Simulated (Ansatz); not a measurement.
A run for Ansatz (an electronic-structure program): R-B97M-V/def2-TZVPP on CH7NSi (SMILES CN[SiH3]).

Ansatz 0.2 input:
```yaml
crystal:
  periodic: [false, false, false]
  atoms:
    - {symbol: C, position_ang: [-1.39657689, 0.14543626, 0.07459119]}
    - {symbol: N, position_ang: [-0.17437475, -0.55663190, -0.28981671]}
    - {symbol: Si, position_ang: [1.39994927, 0.02096794, 0.08998212]}
    - {symbol: H, position_ang: [-1.67484081, 0.93825107, -0.63091223]}
    - {symbol: H, position_ang: [-2.23464454, -0.55098842, 0.15086752]}
    - {symbol: H, position_ang: [-1.27128754, 0.60761618, 1.05606241]}
    - {symbol: H, position_ang: [-0.27568432, -1.14530875, -1.10185227]}
    - {symbol: H, position_ang: [2.36696291, -1.01574367, -0.33882189]}
    - {symbol: H, position_ang: [1.48192343, 0.24975538, 1.55318030]}
    - {symbol: H, position_ang: [1.77857323, 1.30664591, -0.56328049]}
basis:
  gaussian:
    orbitals: def2-TZVPP
hamiltonian:
  xc: {name: B97M-V}
scf: {lower_state_search: off}
```

### Question
Predict the final total energy.

### Answer
-386.5304 hartree.

### Question
How many basis functions does it have, and what does it roughly cost on one machine?

### Answer
202 functions; roughly 9 core-seconds.
